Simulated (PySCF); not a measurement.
SMILES c1cc2sc(-c3cc4sccc4s3)cc2s1 (GFN2-xTB optimised geometry):

```
22

C     -5.265     0.019     0.000
C     -4.456    -1.072     0.000
C     -3.099    -0.695     0.000
S     -1.594    -1.539     0.000
C     -0.714    -0.021     0.000
C      0.714    -0.021     0.000
C      1.552     1.068     0.000
C      2.899     0.683     0.000
S      4.409     1.525     0.000
C      5.265     0.019     0.000
C      4.456    -1.072     0.000
C      3.099    -0.695     0.000
S      1.594    -1.539     0.000
C     -1.552     1.068     0.000
C     -2.899     0.683     0.000
S     -4.409     1.525     0.000
H     -6.337     0.041     0.000
H     -4.806    -2.087     0.000
H      1.213     2.087     0.000
H      6.337     0.041     0.000
H      4.806    -2.087     0.000
H     -1.213     2.087     0.000
```

Computed with PBE0/def2-SVP run with PySCF.

What are the frontier orbital energies and the dipole moment?

HOMO-2 -6.78 eV, HOMO-1 -6.64 eV, HOMO -5.61 eV, LUMO -1.74 eV, LUMO+1 -0.19 eV; dipole moment 0.01 D.

On the same geometry PBE/def2-SVP in PySCF gives HOMO-2 -5.70 eV, HOMO-1 -5.57 eV, HOMO -4.73 eV, LUMO -2.31 eV, LUMO+1 -0.99 eV; dipole moment 0.03 D.

Meta-Löwdin charges at PBE0/def2-SVP: C1 -0.23, C2 -0.14, C3 -0.12, S4 0.22, C5 -0.09, C6 -0.09, C7 -0.15, C8 -0.12, S9 0.24, C10 -0.23, C11 -0.14, C12 -0.12, S13 0.22, C14 -0.15, C15 -0.12, S16 0.24, H17 0.13, H18 0.13, H19 0.12, H20 0.13, H21 0.13, H22 0.12.
